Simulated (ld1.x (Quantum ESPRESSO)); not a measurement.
## What one change does to a pseudopotential (Ni (Z = 28), TM)

Ni, norm-conserving Troullier–Martins (Kleinman–Bylander form), made with ld1.x (Quantum ESPRESSO) 7.5 (PBE, scalar-relativistic). Core [Ar], reference 3d8 4s2 4p0. Waves: 4p (bound, empty): rc 2.10 bohr; 3d (bound): rc 1.50 bohr; 4s (bound): rc 2.25 bohr. Local part: the s channel. Core correction: none.

All-electron outer shells of the reference configuration (PBE, scalar-relativistic, ld1.x):

| shell | level (eV) | outermost node (bohr) | outermost maximum (bohr) |
| --- | --- | --- | --- |
| 3s | -111.06 | 0.30 | 0.64 |
| 3p | -71.39 | 0.27 | 0.65 |
| 3d | -8.87 | – | 0.63 |
| 4s | -5.64 | 0.92 | 2.24 |
| 4p | -1.22 | 1.00 | 3.17 |

Change: all radii scaled by about 1.34 (s 3.02, p 2.82, d 2.02 bohr).

Cutoffs: the cutoffs (Ry, on a coarse ladder) from which the occupation-weighted sum of valence levels, in a spherical-Bessel basis at the reference potential, stays within 10 and 1 mRy of its value at 400 Ry; they do not see the model core or the augmentation charge, which bear on the density cutoff. Errors are all-electron minus pseudo energies relative to the spin-unpolarised reference configuration.

What does the change do?

The potential gets softer (120 Ry and 200 Ry → 80 Ry and 140 Ry); the number of tests with a reliable result goes from 7 to 6; of the 6 tests that both files solve, the error grows in 3 and shrinks in 3 by more than 15 % and 0.3 meV (median size 120.1 → 18.3 meV); neither file shows a bound ghost. A larger radius leaves more room for a smooth pseudo-wave, so fewer plane waves are needed.

```csv
quantity,base,changed
"cutoff, loose",120 Ry,80 Ry
"cutoff, tight",200 Ry,140 Ry
loose cutoff by channel (10 mRy a level),"d 100 Ry, s 8 Ry","d 70 Ry, s 6 Ry"
bound ghosts,none,none
tests with a reliable result,7 of 7,6 of 7
"error for 3d8 4s1 4p0, meV [ΔE 9.32 eV]",+5.5,+8.7
"error for 3d8 4s0 4p0, meV [ΔE 26.67 eV]",+61,+11
"error for 3d7 4s0 4p0, meV [ΔE 64.14 eV]",-180,-512
"error for 3d7 4s2 4p1, meV [ΔE 10.54 eV]",-325,-12
"error for 3d7 4s2 4p0, meV [ΔE 16.12 eV]",-275,+96
"error for 3d8 4s0 4p1, meV [ΔE 15.01 eV]",+19,-25
```
